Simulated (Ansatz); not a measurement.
Ansatz (a program for electronic structure) input (B3LYP-D3(BJ)/def2-TZVP):

Ansatz 0.2 input:
```yaml
crystal:
  periodic: [false, false, false]
  atoms:
    - {symbol: Sr, position_ang: [-0.00000000, -0.00000000, -0.80322820]}
    - {symbol: Cl, position_ang: [0.00000000, 0.00000000, 1.79545126]}
basis:
  gaussian:
    orbitals: def2-TZVP
hamiltonian:
  xc: b3lyp
  dispersion: d3bj
magnetization: {spin_polarized: true, initial_magnetization: 1}
phonons: {temperatures: {t_min: 298.15, t_max: 298.15, t_step: 100}}
```

Output:

```
Functional definition: B3LYP
integrals: 0.02 GiB planned
576 factors; their error is unknown
mean field: 0.22 GiB planned
mean field evaluation 1: about -13359.7454 eV, gradient 1.6e1 eV
mean field evaluation 2: about -13357.2386 eV, gradient 2.8e1 eV
mean field evaluation 4: about -13361.3364 eV, gradient 9.6e-1 eV
mean field evaluation 8: about -13361.3746 eV, gradient 1.4e-2 eV
mean field evaluation 16: about -13361.3746 eV, gradient 4.8e-5 eV
mean field -13361.37459639 eV, -491.0214597525 hartree, gradient 4.8e-5 eV, S^2 0.750139; 0 other end points of the search recorded, 0 dependent functions left out
the calculation of the forces begins
reference -13361.37478822 eV, -491.0214668019 hartree; 14, 13 occupied and 56, 57 virtual orbitals, 576 factors
these checks for a lower state are left out or cut short: stability, starts, cluster_reference, orbital_swaps, neighbouring_geometries, increment
integrals: 0.02 GiB planned
576 factors; their error is unknown
mean field: 0.22 GiB planned
mean field -13361.37459640 eV, -491.0214597527 hartree, gradient 1.3e-6 eV, S^2 0.750139; 0 other end points of the search recorded, 0 dependent functions left out
the calculation of the forces begins
reference -13361.37478822 eV, -491.0214668021 hartree; 14, 13 occupied and 56, 57 virtual orbitals, 576 factors
these checks for a lower state are left out or cut short: stability, starts, cluster_reference, orbital_swaps, neighbouring_geometries, increment
integrals: 0.02 GiB planned
576 factors; their error is unknown
mean field: 0.22 GiB planned
mean field -13361.37459640 eV, -491.0214597527 hartree, gradient 1.3e-6 eV, S^2 0.750139; 0 other end points of the search recorded, 0 dependent functions left out
the calculation of the forces begins
reference -13361.37478822 eV, -491.0214668021 hartree; 14, 13 occupied and 56, 57 virtual orbitals, 576 factors
these checks for a lower state are left out or cut short: stability, starts, cluster_reference, orbital_swaps, neighbouring_geometries, increment
integrals: 0.02 GiB planned
576 factors; their error is unknown
mean field: 0.22 GiB planned
mean field evaluation 32: about -13361.3746 eV, gradient 2.7e-2 eV
mean field -13361.37459640 eV, -491.0214597527 hartree, gradient 1.3e-6 eV, S^2 0.750139; 0 other end points of the search recorded, 0 dependent functions left out
the calculation of the forces begins
reference -13361.37478822 eV, -491.0214668021 hartree; 14, 13 occupied and 56, 57 virtual orbitals, 576 factors
these checks for a lower state are left out or cut short: stability, starts, cluster_reference, orbital_swaps, neighbouring_geometries, increment
integrals: 0.02 GiB planned
576 factors; their error is unknown
mean field: 0.22 GiB planned
mean field -13361.37459640 eV, -491.0214597527 hartree, gradient 1.3e-6 eV, S^2 0.750139; 0 other end points of the search recorded, 0 dependent functions left out
the calculation of the forces begins
reference -13361.37478822 eV, -491.0214668021 hartree; 14, 13 occupied and 56, 57 virtual orbitals, 576 factors
these checks for a lower state are left out or cut short: stability, starts, cluster_reference, orbital_swaps, neighbouring_geometries, increment
integrals: 0.02 GiB planned
576 factors; their error is unknown
mean field: 0.22 GiB planned
mean field -13361.37455545 eV, -491.0214582478 hartree, gradient 1.2e-6 eV, S^2 0.750139; 0 other end points of the search recorded, 0 dependent functions left out
the calculation of the forces begins
reference -13361.37474722 eV, -491.0214652952 hartree; 14, 13 occupied and 56, 57 virtual orbitals, 576 factors
these checks for a lower state are left out or cut short: stability, starts, cluster_reference, orbital_swaps, neighbouring_geometries, increment
integrals: 0.02 GiB planned
576 factors; their error is unknown
mean field: 0.22 GiB planned
mean field -13361.37458811 eV, -491.0214594479 hartree, gradient 3.0e-6 eV, S^2 0.750139; 0 other end points of the search recorded, 0 dependent functions left out
the calculation of the forces begins
reference -13361.37477998 eV, -491.0214664993 hartree; 14, 13 occupied and 56, 57 virtual orbitals, 576 factors
these checks for a lower state are left out or cut short: stability, starts, cluster_reference, orbital_swaps, neighbouring_geometries, increment
integrals: 0.02 GiB planned
576 factors; their error is unknown
mean field: 0.22 GiB planned
mean field evaluation 64: about -13361.3746 eV, gradient 2.0e-6 eV
mean field -13361.37459640 eV, -491.0214597527 hartree, gradient 1.3e-6 eV, S^2 0.750139; 0 other end points of the search recorded, 0 dependent functions left out
the calculation of the forces begins
reference -13361.37478822 eV, -491.0214668021 hartree; 14, 13 occupied and 56, 57 virtual orbitals, 576 factors
these checks for a lower state are left out or cut short: stability, starts, cluster_reference, orbital_swaps, neighbouring_geometries, increment
integrals: 0.02 GiB planned
576 factors; their error is unknown
mean field: 0.22 GiB planned
mean field -13361.37459640 eV, -491.0214597527 hartree, gradient 1.3e-6 eV, S^2 0.750139; 0 other end points of the search recorded, 0 dependent functions left out
the calculation of the forces begins
reference -13361.37478822 eV, -491.0214668021 hartree; 14, 13 occupied and 56, 57 virtual orbitals, 576 factors
these checks for a lower state are left out or cut short: stability, starts, cluster_reference, orbital_swaps, neighbouring_geometries, increment
integrals: 0.02 GiB planned
576 factors; their error is unknown
mean field: 0.22 GiB planned
mean field -13361.37459640 eV, -491.0214597527 hartree, gradient 1.3e-6 eV, S^2 0.750139; 0 other end points of the search recorded, 0 dependent functions left out
the calculation of the forces begins
reference -13361.37478822 eV, -491.0214668021 hartree; 14, 13 occupied and 56, 57 virtual orbitals, 576 factors
these checks for a lower state are left out or cut short: stability, starts, cluster_reference, orbital_swaps, neighbouring_geometries, increment
integrals: 0.02 GiB planned
576 factors; their error is unknown
mean field: 0.22 GiB planned
mean field -13361.37459640 eV, -491.0214597527 hartree, gradient 1.3e-6 eV, S^2 0.750139; 0 other end points of the search recorded, 0 dependent functions left out
the calculation of the forces begins
reference -13361.37478822 eV, -491.0214668021 hartree; 14, 13 occupied and 56, 57 virtual orbitals, 576 factors
these checks for a lower state are left out or cut short: stability, starts, cluster_reference, orbital_swaps, neighbouring_geometries, increment
integrals: 0.02 GiB planned
576 factors; their error is unknown
mean field: 0.22 GiB planned
mean field -13361.37458811 eV, -491.0214594479 hartree, gradient 3.0e-6 eV, S^2 0.750139; 0 other end points of the search recorded, 0 dependent functions left out
the calculation of the forces begins
reference -13361.37477998 eV, -491.0214664993 hartree; 14, 13 occupied and 56, 57 virtual orbitals, 576 factors
these checks for a lower state are left out or cut short: stability, starts, cluster_reference, orbital_swaps, neighbouring_geometries, increment
integrals: 0.02 GiB planned
576 factors; their error is unknown
mean field: 0.22 GiB planned
mean field evaluation 96: about -13361.3746 eV, gradient 3.5e-5 eV
mean field -13361.37455545 eV, -491.0214582478 hartree, gradient 1.2e-6 eV, S^2 0.750139; 0 other end points of the search recorded, 0 dependent functions left out
the calculation of the forces begins
reference -13361.37474722 eV, -491.0214652952 hartree; 14, 13 occupied and 56, 57 virtual orbitals, 576 factors
Total energy: -13361.47723412 eV, -491.0252316192 hartree
Atom 0 at    -0.000000    -0.000000    -0.803228 Å, force    -0.000000     0.000000    -0.001067 eV/Å
Atom 1 at     0.000000     0.000000     1.795451 Å, force     0.000000     0.000000     0.001067 eV/Å
Dipole moment:    -0.000000     0.000000    -1.052247 e Å
Vibrations: 291.54 cm⁻¹, zero-point energy 0.018073 eV
```
